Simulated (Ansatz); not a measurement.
Isolated molecules relaxed with PBE0-D4/def2-TZVP in Ansatz; ΔE leaves out vibrations. CBS: MP2 limit from def2 TZ/QZ plus the TZ coupled-cluster correction, frozen cores. Functionals use def2-TZVPP. B3LYP here is the variant with VWN-RPA as its local correlation; programs differ in this. For Br outer-core shells are correlated without core-valence functions, which leaves a few kJ/mol of doubt a bond. Scalar relativity is left out up to krypton. One conformer a species, not always the lowest.

`C#CB[SiH2]C` + HBr → `C[SiH2]Br` + `BC#C`  (cleavage of the Si–B bond)

```
             level  ΔE (kJ/mol)  difference from CCSD(T)/CBS
            PBE-D4        -98.7                         17.0
         r2SCAN-D4       -109.8                          5.9
           PBE0-D4       -106.3                          9.4
          B3LYP-D4       -110.4                          5.3
           ωB97X-V       -113.2                          2.5
           ωB97M-V       -117.1                         -1.4
            B2PLYP       -116.5                         -0.8
               PBE       -100.9                         14.8
            r2SCAN       -110.9                          4.8
              PBE0       -108.4                          7.3
             B3LYP       -113.3                          2.4
     HF/def2-TZVPP       -133.7                        -18.0
    MP2/def2-TZVPP       -120.7                         -5.0
SCS-MP2/def2-TZVPP       -120.7                         -5.0
   CCSD/def2-TZVPP       -112.6                          3.1
CCSD(T)/def2-TZVPP       -109.9                          5.8
     HF/def2-QZVPP       -133.9                        -18.2
    MP2/def2-QZVPP       -124.1                         -8.4
SCS-MP2/def2-QZVPP       -123.8                         -8.1
      HF/CBS(def2)       -133.9                        -18.2
     MP2/CBS(def2)       -126.5                        -10.8
    CCSD/CBS(def2)       -118.4                         -2.7
       CCSD(T)/CBS       -115.7                            0
```

Largest T1 diagnostic among the species: 0.014.

From PBE to PBE0 (25 % exact exchange), in def2-TZVPP and without D4, ΔE moves by −7.6 kJ/mol. In def2-TZVPP, CCSD(T) changes the Hartree–Fock value by +23.8 kJ/mol (the triples alone add +2.7 kJ/mol) and MP2 by +13.0 kJ/mol.
